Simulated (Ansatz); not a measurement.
Ansatz (an electronic-structure program) input:

Ansatz 0.2 input:
```yaml
crystal:
  periodic: [false, false, false]
  atoms:
    - {symbol: C, position_ang: [-1.79007191, 0.18429222, 0.08211529]}
    - {symbol: C, position_ang: [-0.36230035, -0.12796736, -0.10024580]}
    - {symbol: O, position_ang: [0.04928286, -1.14982188, -0.77818256]}
    - {symbol: O, position_ang: [0.48762273, 0.63679131, 0.43238303]}
    - {symbol: C, position_ang: [1.89759423, 0.40335517, 0.30909568]}
    - {symbol: H, position_ang: [-2.28007411, 0.32056373, -0.88468836]}
    - {symbol: H, position_ang: [-1.91113482, 1.08906803, 0.67312180]}
    - {symbol: H, position_ang: [-2.30062374, -0.64042940, 0.58512244]}
    - {symbol: H, position_ang: [2.21296370, 0.56020288, -0.72357688]}
    - {symbol: H, position_ang: [2.37792045, 1.12780320, 0.96310801]}
    - {symbol: H, position_ang: [2.14752010, -0.61459588, 0.61058121]}
    - {symbol: H, position_ang: [-0.63400744, -1.72051887, -1.17142132]}
basis:
  gaussian:
    orbitals: def2-TZVP
hamiltonian:
  xc: b3lyp
  dispersion: d3bj
total_charge: 1
relax: {f_tol: 0.002, max_steps: 150}
```

**Question.** Which total energy does the run end on?

**Answer.** -268.84136 Eh (B3LYP-D3(BJ)/def2-TZVP). The basis has 197 functions. The run takes around 90 core-seconds (rough).

It need not be the lowest isomer of its formula.
